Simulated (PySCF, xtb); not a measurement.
Al(Cl)(OH)(SH) (AlClH2OS), SMILES [SH][Al]([Cl])[OH]. One conformer was computed; it need not be the lowest.

Harmonic wavenumbers (cm⁻¹) from xtb with GFN2-xTB at its own minimum, in rising order: 112, 163, 190, 212, 317, 410, 454, 578, 604, 899, 2426, 3778.

Task: What does PySCF 2.14.0 with B3LYP-D3(BJ)/def2-SVP give at its own minimum? (The exact figures need the calculation; the answer reports its results.)

Result: 134, 194, 216, 253, 325, 415, 538, 618, 663, 905, 2664, 3924. Paired by order, the mean absolute difference is 59 cm⁻¹ and the zero-point energies are 14.5 and 15.5 kcal/mol.
